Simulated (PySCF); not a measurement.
Match the calculated data to a structure.

All candidates are C6H9NOSi.

* Dipole: 3.13 D [PBE0/pcSseg-1]
* NMR, other nuclei: isotropic shieldings of nuclei other than C and H, by class: -36 (1 N), 293 (1 O), 385 (1 Si) ppm [GIAO PBE0/pcSseg-1]
* 1H NMR: chemical shifts (computed TMS as zero) by class: 6.67 (1 H), 6.17 (1 H), 5.07 (3 H), 3.09 (1 H), 2.04 (1 H), 1.54 (1 H), 1.21 (1 H) ppm [GIAO PBE0/pcSseg-1]
* 13C NMR: chemical shifts (computed TMS as zero) by class: 141.4 (1 C), 124.6 (1 C), 117.3 (1 C), 57.3 (1 C), 28.1 (1 C), 23.4 (1 C) ppm [GIAO PBE0/pcSseg-1]
* Rotational structure: rotational constants A, B, C: 1.428, 1.359, 0.993 GHz [GFN2-xTB]

The electronic properties come from PySCF, for the isolated species, density fitting. Levels stand in brackets. The structure is a single GFN2-xTB conformer in the gas phase; no vibrational or solvent corrections. Each NMR value is the plain mean over a class of atoms that symmetry, rotation or inversion makes alike.

Problem. Which candidate is it?
A. `C=CC(C=C)O[SiH2]C#N`
B. `N#C/C=C/[SiH2]OC1CC1`
C. `C=C1C[C@]1(CC#N)O[SiH3]`

Solution. C. It is `C=C1C[C@]1(CC#N)O[SiH3]`. Numbering: `[CH2:1]=[C:2]1[CH2:3][C@:4]1([CH2:5][C:6]#[N:7])[O:8][SiH3:9]`. Its formula, C6H9NOSi, gives 4 degrees of unsaturation: 1 ring and 3 π bonds in the structure found. 6 carbons fall into 6 classes; from least to most shielded: fully substituted alkene carbon [C2] (141.4 ppm), nitrile carbon [C6] (124.6 ppm), terminal =CH2 carbon [C1] (117.3 ppm), ring sp3 carbon bound to oxygen [C4] (57.3 ppm), sp3 carbon next to a nitrile [C5] (28.1 ppm), allylic carbon [C3] (23.4 ppm). Hydrogen classes from least to most shielded: 1 H on a terminal =CH2 carbon, C1 (6.67 ppm), 1 H on a terminal =CH2 carbon, C1 (6.17 ppm), 3 H on an oxygen-bound silicon, Si9 (5.07 ppm, a mean of values up to 0.7 ppm apart in this geometry), 1 H on an sp3 carbon next to a nitrile, C5 (3.09 ppm), 1 H on an sp3 carbon next to a nitrile, C5 (2.04 ppm), 1 H on an allylic carbon, C3 (1.54 ppm), 1 H on an allylic carbon, C3 (1.21 ppm). The other shieldings belong to: -36 ppm, nitrile nitrogen [N7]; 293 ppm, silyl ether oxygen [O8]; 385 ppm, oxygen-bound silicon [Si9]. The optimised geometry has point group C1 and is an asymmetric top.

The others, at the same levels:
- `C=CC(C=C)O[SiH2]C#N` fails: it has 4 carbon classes against 6; its computed 13C shifts are 148.1 (2 C), 126.6 (1 C), 124.7 (2 C), 86.3 (1 C) ppm, 1H shifts are 6.31 (2 H), 5.61 (2 H), 5.53 (2 H), 4.90 (2 H), 4.49 (1 H) ppm and rotational constant A is 2.266 GHz (against 1.428 GHz).
- `N#C/C=C/[SiH2]OC1CC1` fails: it has 5 carbon classes against 6; its computed 13C shifts are 165.5 (1 C), 122.3 (1 C), 121.9 (1 C), 50.3 (1 C), 6.9 (2 C) ppm, 1H shifts are 7.50 (1 H), 5.58 (1 H), 5.03 (2 H), 3.80 (1 H), 0.59 (2 H), 0.55 (2 H) ppm and rotational constant A is 3.087 GHz (against 1.428 GHz).

Each candidate is one conformer, not necessarily the lowest. The conformers computed, where there is a choice (atom-mapped SMILES and torsion angles):
- `[CH2:1]=[C:2]1[CH2:3][C@:4]1([CH2:5][C:6]#[N:7])[O:8][SiH3:9]`: C3–C4–C5–C6 136°, C3–C4–O8–Si9 -131°
- `[CH2:1]=[CH:2][CH:3]([CH:4]=[CH2:5])[O:6][SiH2:7][C:8]#[N:9]`: C1–C2–C3–C4 -117°, C2–C3–C4–C5 110°, C2–C3–O6–Si7 -61°, C3–O6–Si7–C8 57°
- `[N:1]#[C:2]/[CH:3]=[CH:4]/[SiH2:5][O:6][CH:7]1[CH2:8][CH2:9]1`: C3–C4–Si5–O6 -174°, C4–Si5–O6–C7 -69°, Si5–O6–C7–C8 19°
